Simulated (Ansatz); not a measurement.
# Worked example: AlH(CH3)I + BH(CH3)(OH) → AlH(CH3)(OH) + BH(CH3)I

Species: AlH(CH3)I, singlet; BH(CH3)(OH), singlet; AlH(CH3)(OH), singlet; BH(CH3)I, singlet. The partners trade I for OH: Al–I and B–OH bonds give way to Al–OH and B–I.

Shapes, held fixed at every level: PBE0-D4/def2-TZVP. Flexible molecules stand in one conformer, not always the lowest. Programs: Ansatz 0.2.0. Electronic energies: no zero-point or thermal term.

At CCSD(T)/def2-TZVPP; 1 Eh = 2625.50 kJ/mol:

| species | energy (Eh) |
| --- | --- |
| AlH(CH3)I | -579.636433 |
| BH(CH3)(OH) | -141.011734 |
| AlH(CH3)(OH) | -358.229839 |
| BH(CH3)I | -362.386138 |

Problem. Work out ΔE of the reaction at this level.

Solution. 
1. Products less reactants: (-358.229839) + (-362.386138) − [(-579.636433) + (-141.011734)] = 0.032190 Eh = +84.5 kJ/mol.

Other levels give +82.4 (MP2/def2-TZVPP) to +117.1 kJ/mol (HF/def2-SVP). No measured value is set beside it here. For atoms past krypton def2 sets carry core potentials with scalar relativity. Correlated rows may include outer-core shells of I, which these sets cover unevenly.
